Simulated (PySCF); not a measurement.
Compound: C₅H₁₃AlN₂.
Structure used (PBE0-D3(BJ)/def2-SVP), in Å, numbered top down from 1:
```xyz
21
C5H13AlN2 angstrom
C     -1.0211    1.0567   -1.2672
N     -0.4821    0.0689   -0.3180
C     -0.6159   -1.2813   -0.8830
Al    -1.6669    0.1873    1.4027
C      0.9254    0.4163   -0.0442
C      1.5756   -0.4039    1.0681
C      2.9767   -0.0365    1.2170
N      4.0895    0.2661    1.3089
H     -0.9999    2.0544   -0.8076
H     -0.4231    1.0713   -2.1952
H     -2.0619    0.8036   -1.5045
H     -0.0545   -1.3694   -1.8296
H     -1.6786   -1.4839   -1.0729
H     -0.2550   -2.0317   -0.1691
H     -1.1348    1.5958    1.9712
H     -3.1160    0.1425    0.7138
H     -1.1973   -1.1328    2.1919
H      1.5096    0.3125   -0.9774
H      0.9476    1.4772    0.2437
H      1.5263   -1.4845    0.8641
H      1.0572   -0.2413    2.0265
```

Level: PBE0/pcSseg-1 in PySCF, non-relativistic, on one gas-phase PBE0-D3(BJ)/def2-SVP geometry that isn't relaxed in the solvent. The solvent is an IEF-PCM continuum (van der Waals radii × 1.2). Only the electrostatic response of the medium enters.

```json
{"run": "gas", "E − E(gas) (kcal/mol)": "0.00", "HOMO (eV)": "-7.74", "HOMO–LUMO gap (eV)": "7.91", "dipole (D)": "5.04"}
{"run": "P", "E − E(gas) (kcal/mol)": "-9.69", "HOMO (eV)": "-7.86", "HOMO–LUMO gap (eV)": "8.25", "dipole (D)": "5.96"}
{"run": "Q", "E − E(gas) (kcal/mol)": "-11.52", "HOMO (eV)": "-7.90", "HOMO–LUMO gap (eV)": "8.30", "dipole (D)": "6.15"}
```

**Question.** The runs were made in chloroform and dichloromethane. Which run belongs to which solvent?

**Answer.** P = chloroform, Q = dichloromethane. The dielectric constants are 4.711 (chloroform), 8.93 (dichloromethane), and the energy falls further as ε rises. In this model the ground state sees the solvent through ε alone.

**Question.** How constant is the ratio of the lowering to (ε − 1)/(2ε + 1)?

**Answer.** 
```
        solvent  (ε − 1)/(2ε + 1)  E − E(gas) (kcal/mol)  ratio (kcal/mol)  polarisation term (kcal/mol)
     chloroform             0.356                  -9.69             -27.2                        -11.06
dichloromethane             0.420                 -11.52             -27.4                        -13.49
```

The ratio changes by +0.7 % in size from chloroform to dichloromethane. The polarisation term is half the interaction of the solute with the induced surface charges.

On one thread of an Arm Neoverse N1, no GPU, on a shared host, this took 72 s wall and 1.2 GiB of memory at its peak. This is the whole shielding run at PBE0/pcSseg-1 in dichloromethane, SCF included.
